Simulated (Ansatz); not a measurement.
Mulliken charges of H3InO2S, SMILES `[OH][In]([OH])[SH]` from PBE/def2-TZVPP in Ansatz (PBE0-D4/def2-TZVP geometry).

```
atom   x (Å)   y (Å)   z (Å)  charge (e)
  O1  -0.033   1.843  -0.885      -0.456
 In2   0.028   0.077   0.001       0.770
  O3  -1.099  -1.293  -0.862      -0.462
  S4   1.294  -0.461   1.921      -0.348
  H5   0.518   2.507  -0.463       0.177
  H6  -1.559  -0.943  -1.630       0.184
  H7   0.851  -1.730   1.917       0.136
```

By hand: the dipole of these point charges (1 e Å = 4.8032 D).

Σ q r = (0.015, 0.012, 0.013) e Å, of length 0.023 e Å = 0.11 D.

How does the dipole of the full density compare? (Best estimate.)

Ansatz gave: (0.086, 0.117, 0.059) e Å, 0.75 D; the point charges give 0.15 times that, at 18° from its direction.

Point charges leave out the atoms' own dipoles, such as those of lone pairs, and Mulliken's split depends on the basis, so the two needn't agree.
